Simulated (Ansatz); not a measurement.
Consider the silylene formation by 1,1-elimination: `N[SiH2]N[SiH2]Cl` → `N[SiH2]N` + `[SiH]Cl`.

Isolated molecules relaxed with PBE0-D4/def2-TZVP in Ansatz; ΔE leaves out vibrations. CCSD(T)/CBS adds triple-zeta CCSD(T) − MP2 to the extrapolated MP2 energy (def2 sets, frozen cores). This one scheme is used for every species. DFT in def2-TZVPP. B3LYP here is the variant with VWN-RPA as its local correlation; programs differ in this. Each species was taken in one conformer, which may not be the lowest.

```tsv
level	ΔE (kJ/mol)	difference from CCSD(T)/CBS
PBE-D4	258.3	-12.4
r2SCAN-D4	283.3	12.6
PBE0-D4	274.3	3.6
B3LYP-D4	262.0	-8.7
ωB97X-V	279.3	8.6
ωB97M-V	263.2	-7.5
B2PLYP	261.0	-9.7
PBE	246.7	-24.0
r2SCAN	279.9	9.2
PBE0	263.9	-6.8
B3LYP	243.6	-27.1
HF/def2-TZVPP	261.9	-8.8
MP2/def2-TZVPP	285.9	15.2
SCS-MP2/def2-TZVPP	275.4	4.7
CCSD/def2-TZVPP	263.9	-6.8
CCSD(T)/def2-TZVPP	266.0	-4.7
HF/def2-QZVPP	262.8	-7.9
MP2/def2-QZVPP	288.9	18.2
SCS-MP2/def2-QZVPP	278.8	8.1
HF/CBS(def2)	262.9	-7.8
MP2/CBS(def2)	290.6	19.9
CCSD/CBS(def2)	268.6	-2.1
CCSD(T)/CBS	270.7	0
```

Largest T1 diagnostic among the species: 0.013.

The D4 term adds +18.4 kJ/mol with B3LYP and +10.4 kJ/mol with PBE0; it sums over pairs of atoms, weighted by their polarisabilities, and B3LYP, whose exchange is more repulsive, gets the larger term. From PBE to PBE0 (25 % exact exchange), in def2-TZVPP and without D4, ΔE moves by +17.2 kJ/mol.
